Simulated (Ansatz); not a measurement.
W₂S₄⁻. Charge -1, multiplicity 2. Geometry PBE-D4/def2-SVPD; atoms count from 1.

| atom | x (Å) | y (Å) | z (Å) |
| --- | --- | --- | --- |
| W1 | 0.152 | 0.182 | 0.302 |
| W2 | -0.846 | -1.689 | -0.442 |
| S3 | -0.132 | -1.750 | 1.789 |
| S4 | -1.111 | 2.163 | 0.407 |
| S5 | 0.710 | 2.414 | -0.668 |
| S6 | 1.228 | -1.321 | -1.386 |

In the def2 sets W takes a core potential; there is no spin–orbit coupling. The charge -1 doublet is spin-contaminated (final ⟨S²⟩ up to 0.85, 0.75 for a pure state). No other spin state of charge -1 was run. Another isomer (doublet) lies 1.94 eV lower at PBE0-D4/def2-TZVPD; other spin states weren't run for this one.

Estimate the Mulliken populations from the PBE0/def2-TZVPD orbitals of Ansatz.


| atom | charge (e) | spin (α − β) | d electrons |
| --- | --- | --- | --- |
| W1 | 1.15 | -0.51 | 4.22 |
| W2 | 0.19 | 1.44 | 4.44 |
| S3 | -0.72 | 0.02 | – |
| S4 | -0.45 | 0.00 | – |
| S5 | -0.46 | 0.00 | – |
| S6 | -0.71 | 0.03 | – |
Mulliken values and Mayer orders depend strongly on the basis. With diffuse functions, as here, like atoms can get unlike values, and bond orders can come out too low or too high.

Where does the spin sit?

Summed by element: W 0.94, S 0.06, of 1 unpaired in all. Largest on single atoms: W2 1.44, W1 -0.51, S6 0.03.

And the Mayer bond orders between bonded heavy atoms (over 0.3)?

W1–W2 2.50 (2.25 Å); W1–S3 0.65 (2.45 Å); W1–S4 0.94 (2.35 Å); W1–S5 0.64 (2.50 Å); W1–S6 0.54 (2.50 Å); W2–S3 1.18 (2.34 Å); W2–S6 1.36 (2.31 Å); S4–S5 0.97 (2.13 Å).
